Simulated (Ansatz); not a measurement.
Input file for Ansatz (an electronic-structure program): R-B3LYP/def2-TZVPP on CH4Si (SMILES C[SiH]), a point of a torsion scan.

Ansatz 0.2 input:
```yaml
crystal:
  periodic: [false, false, false]
  atoms:
    - {symbol: C, position_ang: [-0.53354325, 0.02992166, -0.00783843]}
    - {symbol: Si, position_ang: [1.23507379, 0.76556852, -0.02153895]}
    - {symbol: H, position_ang: [-0.67419147, -0.67731410, -0.82620963]}
    - {symbol: H, position_ang: [-1.28759885, 0.81020555, -0.11814902]}
    - {symbol: H, position_ang: [-0.75078333, -0.50045261, 0.91785296]}
    - {symbol: H, position_ang: [1.18106643, 1.39436218, -1.37998916]}
basis:
  gaussian:
    orbitals: def2-TZVPP
hamiltonian:
  xc: {name: B3LYP}
scf: {lower_state_search: off}
```

It printed:

```
WARN ansatz: RAYON_NUM_THREADS=1 ignored (pool sized by the plan → 1); use --threads N
Functional definition: B3LYP
these checks for a lower state are left out or cut short: stability, starts, cluster_reference, orbital_swaps, neighbouring_geometries, increment
integrals: 0.03 GiB planned
707 factors; their error is unknown
mean field: 0.37 GiB planned
mean field evaluation 1: about -8972.3721 eV, gradient 5.5e1 eV
mean field evaluation 2: about -8965.3924 eV, gradient 6.9e1 eV
mean field evaluation 4: about -8979.3992 eV, gradient 1.7e0 eV
mean field evaluation 8: about -8979.4057 eV, gradient 6.3e-2 eV
mean field evaluation 16: about -8979.4100 eV, gradient 1.5e-5 eV
mean field -8979.41000682 eV, -329.9872312881 hartree, gradient 4.5e-6 eV, S^2 0.000000; 0 other end points of the search recorded, 0 dependent functions left out
reference -8979.41022768 eV, -329.9872394044 hartree; 12, 12 occupied and 117, 117 virtual orbitals, 707 factors
Total energy: -8979.41022768 eV, -329.9872394044 hartree
Checks for a lower state left out: stability, starts, cluster_reference, orbital_swaps, neighbouring_geometries, increment
```

The run converged.

Cost: roughly 1.3 core-seconds.
